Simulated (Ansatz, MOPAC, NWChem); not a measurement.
## How methods differ on CH4AlIn (SMILES [CH2]1[AlH][InH]1)

CH4AlIn, singlet, SMILES `[CH2]1[AlH][InH]1`. Each level relaxes the structure for itself.

Each level gives the zero-point energy at each level's own minimum (kJ/mol). The values are calculated.

```csv
level,kind,program,value (kJ/mol)
AM1,semi-empirical,MOPAC,97.6
MNDO,semi-empirical,MOPAC,102.5
PM3,semi-empirical,MOPAC,97.8
PBE/def2-SVP (core potential),GGA,Ansatz,91.1
"B3LYP-D3(BJ)/6-31G*/LANL2DZ (core potential, spherical functions)",global hybrid,NWChem,94.4
"B3LYP/6-31G*/LANL2DZ (core potential, spherical functions)",global hybrid,NWChem,94.4
PBE0-D4/def2-TZVP (core potential),global hybrid,Ansatz,94.9
```

Harmonic and unscaled. The values span 91.1 to 102.5 kJ/mol.
